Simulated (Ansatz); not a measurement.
Geometry optimisation, Ansatz 0.2.0, RKS BHLYP/def2-SVP.

input.yaml

```yaml
crystal:
  periodic: [false, false, false]
  atoms:
    - { symbol: Ga, position_ang: [0.278996, 0.386613, -0.049642] }
    - { symbol: Cl, position_ang: [-0.219592, 0.551318, 2.094644] }
    - { symbol: Cl, position_ang: [2.276064, 0.661596, -0.698124] }
    - { symbol: Cl, position_ang: [-1.325061, 0.213304, -1.438986] }
    - { symbol: O, position_ang: [-0.054352, -2.430854, 0.829934] }
    - { symbol: Al, position_ang: [-0.912504, -3.671672, 0.024537] }
    - { symbol: H, position_ang: [-0.226253, -4.215845, -1.272517] }
    - { symbol: H, position_ang: [-2.271134, -4.175933, 0.626411] }
    - { symbol: H, position_ang: [-0.296763, -1.985128, 1.663343] }
basis:
  gaussian: { orbitals: def2-SVP }
hamiltonian:
  xc: { name: BHLYP }
relax:
  f_tol: 0.03
  max_steps: 50
```

Command:

```bash
$ ansatz run input.yaml --threads 4 --pin off --max-ram 5120MiB --backend cpu --events-out ev --progress --plain --runs-dir out
```

Task: Where does it end, and by what steps?

Result: The run converged. The force dipped under the threshold on the way, but the program's further checks kept it going. After 26 steps the energy has fallen by 1.433 eV; Cl4 moved furthest, 1.10 Å. Joined: Ga1–O5 (2.97 → 1.91 Å), Cl4–Al6 (4.17 → 2.36 Å).

```
step  energy less start (eV)  largest force component (eV/Å)  accepted
   0                  0.0000                           1.088       yes
   1                 -0.2113                           0.927       yes
   2                 -0.4503                           1.163       yes
   3                 -0.6605                           1.405       yes
   4                 -0.7930                           1.272       yes
   5                 -0.9104                           0.757       yes
   6                 -1.0416                           0.388       yes
   7                 -1.1982                           0.439       yes
   8                 -1.3444                           0.480       yes
   9                 -1.3787                           0.615       yes
  10                 -1.3140                           1.300        no
  11                 -1.4150                           0.332       yes
  12                 -1.4233                           0.055       yes
  13                 -1.4177                           1.015        no
  14                 -1.4236                           0.104       yes
  15                 -1.4233                           0.137        no
  16                 -1.4274                           0.027       yes
  17                 -1.4287                           0.087       yes
  18                 -1.4298                           0.179       yes
  19                 -1.4304                           0.260       yes
  20                 -1.4257                           0.588        no
  21                 -1.4316                           0.114       yes
  22                 -1.4325                           0.018       yes
  23                 -1.4327                           0.053       yes
  24                 -1.4328                           0.042       yes
  25                 -1.4329                           0.032       yes
  26                 -1.4330                           0.019       yes
```

```xyz
9
Properties=species:S:1:pos:R:3
Ga 0.194 -0.236 0.357
Cl -0.694 0.981 1.870
Cl 2.092 0.280 -0.473
Cl -1.327 -0.873 -1.272
O 0.118 -2.087 0.833
Al -1.047 -2.996 -0.290
H -0.282 -3.910 -1.305
H -2.368 -3.387 0.457
H 0.565 -2.439 1.603
```

Whether the end is a true minimum wasn't checked by a vibrational analysis.

Run time: 76 s on 4 threads of Arm Neoverse V2, on a shared host, peak memory 0.41 GiB.
